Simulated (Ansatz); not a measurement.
Relaxation of CH$_{3}$OTe (6 atoms, charge -1, multiplicity 1), to a largest force component of 0.02 eV/Å in at most 40 steps.

All numbers below come from RHF/def2-SVP in Ansatz 0.2.0.

```xyz
6
Properties=species:S:1:pos:R:3
C -0.352 0.496 -0.291
Te 0.101 -0.860 1.355
O 1.572 -1.845 0.644
H -0.638 -0.046 -1.186
H 0.498 1.124 -0.532
H -1.181 1.131 0.010
```

**Question.** Where does it end, and by what steps?

**Answer.** The run converged. Limits of this set-up: an anion without diffuse functions, the dipole of an ion depends on the origin. After 3 steps the energy has fallen by 0.008 eV; H6 moved furthest, 0.03 Å.

```csv
step,energy less start (eV),largest force component (eV/Å),accepted
0,0.0000,0.265,yes
1,0.0052,0.311,no
2,-0.0074,0.057,yes
3,-0.0079,0.019,yes
```

```xyz
6
Properties=species:S:1:pos:R:3
C -0.362 0.501 -0.285
Te 0.106 -0.865 1.357
O 1.570 -1.833 0.626
H -0.632 -0.068 -1.175
H 0.513 1.111 -0.514
H -1.194 1.154 -0.010
```

Whether the end is a true minimum wasn't checked by a vibrational analysis.

Time of the run: 4.9 s on 1 thread of Intel(R) Xeon(R) 6975P-C (Granite Rapids), on a shared host, peak memory 0.14 GiB.
